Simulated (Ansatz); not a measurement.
AlN₃H₈, closed shell: at the end structure of a reaction step.

Input (in.yaml):

```yaml
crystal:
  periodic: [false, false, false]
  atoms:
    - {symbol: Al, position_ang: [0.387490, -0.284659, -0.436603]}
    - {symbol: N, position_ang: [0.335671, 1.377630, 0.785093]}
    - {symbol: N, position_ang: [-1.117818, 0.050850, -1.396893]}
    - {symbol: N, position_ang: [0.242749, -1.568169, 0.837959]}
    - {symbol: H, position_ang: [1.112559, 2.022691, 0.701551]}
    - {symbol: H, position_ang: [1.821286, -0.081074, -1.126152]}
    - {symbol: H, position_ang: [0.293597, 1.027944, 1.737255]}
    - {symbol: H, position_ang: [-0.528515, 1.865360, 0.570396]}
    - {symbol: H, position_ang: [-1.060769, 0.437982, -2.326944]}
    - {symbol: H, position_ang: [-1.901845, -0.583816, -1.373472]}
    - {symbol: H, position_ang: [1.022918, -2.172042, 1.047660]}
    - {symbol: H, position_ang: [-0.607119, -2.092697, 0.980150]}
basis:
  gaussian: {orbitals: def2-TZVPP}
hamiltonian: {xc: {name: B2PLYP}}
```

Command:

```bash
ansatz run in.yaml --threads 4 --pin off --events-out ev --progress --plain --max-ram 9574MiB
```

Output of Ansatz 0.2.0:

```
Functional definition: B2PLYP
  name "B2PLYP"
  cite "Grimme, J. Chem. Phys. 124, 034108 (2006) doi:10.1063/1.2148954"
  cite "Becke, Phys. Rev. A 38, 3098 (1988) doi:10.1103/PhysRevA.38.3098"
  cite "Lee, Yang & Parr, Phys. Rev. B 37, 785 (1988) doi:10.1103/PhysRevB.37.785"
  parameter a = 0.53
  parameter c = 0.27
  exchange = (1 - a)*b88_x + a*exact_x
  correlation = (1 - c)*lyp_c + c*(mp2_os + mp2_ss)
1430 factors; integrals over basis functions are off by at most 1.0e-3 eV
mean field evaluation 1: about -11176.7291 eV, gradient 8.2e1 eV
mean field evaluation 2: about -11176.7894 eV, gradient 8.2e1 eV
mean field evaluation 4: about -11188.9790 eV, gradient 5.5e0 eV
mean field evaluation 8: about -11189.0587 eV, gradient 3.5e-1 eV
mean field evaluation 16: about -11189.0590 eV, gradient 1.2e-4 eV
mean field -11189.05898783 eV, -411.1903335863 hartree, gradient 3.2e-6 eV, S^2 0.000000; 0 other end points of the search recorded, 0 dependent functions left out
8 core orbitals not correlated: weight in the atoms' cores, before any rotation towards them, 1.000 or more for the frozen orbitals, at most 0.000 for the correlated occupied ones
reference -11189.05916001 eV, -411.1903399135 hartree; 13, 13 occupied and 226, 226 virtual orbitals, 1430 factors
second order -24.79937678 eV of doubles, -0.00000000 eV of singles
Total energy: -11195.75499174 eV, -411.4364071911 hartree
```

The run took about 4.8 s on 4 CPU threads of an Arm Neoverse V1 (shared host).
